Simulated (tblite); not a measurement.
Start geometry of `C[CH]C1=CC=C(F)[C@@H]1F` [radical] from a force field or distance geometry (Å):
```
atom  x, y, z in Å
C1    -2.3075   -0.4061    0.6889
C2    -1.4804   -0.2204   -0.5361
C3    -0.0538    0.0106   -0.4317
C4     0.7895    0.0702   -1.4828
C5     2.1266    0.3146   -0.9884
C6     2.0898    0.4209    0.3346
F7     3.1754    0.6737    1.0917
C8     0.7068    0.2521    0.8585
F9     0.6123   -0.8271    1.6884
H10   -3.3796   -0.3790    0.4199
H11   -2.1152   -1.3709    1.1598
H12   -2.1469    0.3918    1.4195
H13   -1.9249   -0.4060   -1.4896
H14    0.5483   -0.0715   -2.5202
H15    2.9997    0.4124   -1.6172
H16    0.3524    1.1435    1.3932
```

What comes out of this run: tblite 0.8.0, GFN2-xTB geometry optimisation, gas phase?

```
atom  x, y, z in Å
C1    -2.302   -0.387    0.694
C2    -1.422   -0.282   -0.497
C3    -0.097   -0.009   -0.443
C4     0.817    0.089   -1.518
C5     2.114    0.334   -1.036
C6     2.080    0.396    0.322
F7     3.109    0.646    1.139
C8     0.682    0.229    0.840
F9     0.557   -0.819    1.733
H10   -3.350   -0.329    0.413
H11   -2.135   -1.341    1.199
H12   -2.079    0.396    1.418
H13   -1.863   -0.471   -1.465
H14    0.551   -0.013   -2.552
H15    2.994    0.449   -1.641
H16    0.336    1.121    1.383
```

The energy falls by 7.8 kcal/mol over 33 L-BFGS steps, the largest force on an atom goes from 4.43 to 0.008 eV/Å, and the atoms move by 0.060 Å rms after alignment. The bond that changes most is C2–C3 (ends: carbon bonded to 2 C and H; carbon bonded to 3 C), which shortens by 0.095 Å. Bonds longer at the end by more than 0.005 Å: 5 of 16; shorter: 5. Among the angles that change most is C1–C2–C3, from 120.5° to 124.2°. Rotational constants go from 3125, 1225, 929.3 to 3019, 1260, 935.6 MHz. The orientation of the end geometry is arbitrary; only internal coordinates are fixed.

GFN2-xTB frequencies show an imaginary mode (53i cm⁻¹), so the point is no minimum at that level.

One conformer stands for the species.

These are computed values.
